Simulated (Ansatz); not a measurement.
ZrF₃, SMILES [F][Zr]([F])[F] (connectivity only; charge and spin as stated), neutral, multiplicity 2.

Coordinates come from a B3LYP-D3(BJ)/def2-TZVP optimisation. The spin state was assumed, not searched. The isomer is the one that the SMILES or the coordinates give; other isomers of the formula were not compared. The def2 effective core potentials stand for the cores of Zr; spin–orbit coupling is left out.

Two levels are set side by side: PBE/def2-SVPD (Ansatz, an electronic-structure program) and ωB97X-V/def2-SVPD (Ansatz). Energy differences of separate SCF runs at the same geometry; the states with an electron removed or added have multiplicity 1 and 1. Differences are taken from unrounded values.

```csv
quantity,ωB97X-V
vertical ionisation energy (eV),8.22
vertical electron affinity (eV),0.83
```

Problem. What does PBE give, and how far is it from ωB97X-V? (An estimate is asked for; the answer gives what the named calculation found.)

Solution. 
| quantity | PBE | PBE minus ωB97X-V |
|---|---|---|
| vertical ionisation energy (eV) | 8.11 | -0.12 |
| vertical electron affinity (eV) | 0.97 | 0.14 |
